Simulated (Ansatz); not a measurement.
Abridged output of a molecular run in Ansatz:

```
Functional definition: HF
1778 factors; integrals over basis functions are off by at most 1.5e-3 eV
mean field evaluation 1: about -20232.8149 eV, gradient 5.4e1 eV
mean field evaluation 2: about -20232.8405 eV, gradient 5.4e1 eV
mean field evaluation 4: about -20239.3356 eV, gradient 4.9e0 eV
mean field evaluation 8: about -20239.4114 eV, gradient 3.3e-1 eV
mean field evaluation 16: about -20239.3060 eV, gradient 4.9e0 eV
mean field -20239.41186490 eV, -743.7846672691 hartree, gradient 2.3e-6 eV, S^2 0.000000; 0 other end points of the search recorded, 0 dependent functions left out
14 core orbitals not correlated: weight in the atoms' cores, before any rotation towards them, 1.000 or more for the frozen orbitals, at most 0.000 for the correlated occupied ones
reference -20239.41186490 eV, -743.7846672691 hartree; 26, 26 occupied and 129, 129 virtual orbitals, 1778 factors
second order -27.45825659 eV of doubles, -0.00000000 eV of singles
cycle   1  -28.39680175 eV  change   -9.4e-1 eV  update   1.4e-1
cycle   2  -29.19494117 eV  change   -8.0e-1 eV  update   4.2e-2
cycle   3  -29.42504169 eV  change   -2.3e-1 eV  update   2.5e-2
cycle   4  -29.41930720 eV  change    5.7e-3 eV  update   6.9e-3
cycle   5  -29.41540192 eV  change    3.9e-3 eV  update   3.3e-3
cycle   6  -29.41588523 eV  change   -4.8e-4 eV  update   1.2e-3
cycle   7  -29.41524816 eV  change    6.4e-4 eV  update   4.8e-4
cycle   8  -29.41516592 eV  change    8.2e-5 eV  update   1.8e-4
cycle   9  -29.41524675 eV  change   -8.1e-5 eV  update   7.1e-5
cycle  10  -29.41523691 eV  change    9.8e-6 eV  update   2.9e-5
perturbative correction -0.84057801 eV, -0.0308906722 hartree
Total energy: -20269.66767983 eV, -744.8965479595 hartree
```

Its atoms:

Z-matrix (Å, degrees):
```
C
N 1 1.439
H 1 1.093 2 111.4
H 1 1.102 2 112.4 3 120.9
H 1 1.100 2 111.0 3 -119.3
C 2 1.439 1 113.1 3 178.5
In 2 1.998 1 122.6 3 -12.6
H 6 1.092 2 111.4 1 -179.2
H 6 1.101 2 112.3 1 60.1
H 6 1.100 2 110.9 1 -59.8
N 7 2.011 2 129.9 1 13.0
O 7 1.987 2 116.2 1 -177.6
H 11 1.010 7 116.1 2 -39.5
H 11 1.011 7 113.3 2 -166.1
Si 12 1.618 7 141.3 2 3.1
H 15 1.494 12 112.0 7 -58.7
H 15 1.489 12 109.9 7 -178.9
H 15 1.495 12 111.9 7 61.1
```

Problem. Which basis set was used?
A. def2-TZVPPD
B. def2-SVP
C. def2-QZVPP
D. def2-TZVPP

Solution. B. It gives 169 functions.

Problem. Write the keys of the input that set method, charge and spin (a neutral closed shell needs none for the last two).

Solution. 
```yaml
correlation: {method: ccsd_t}
```
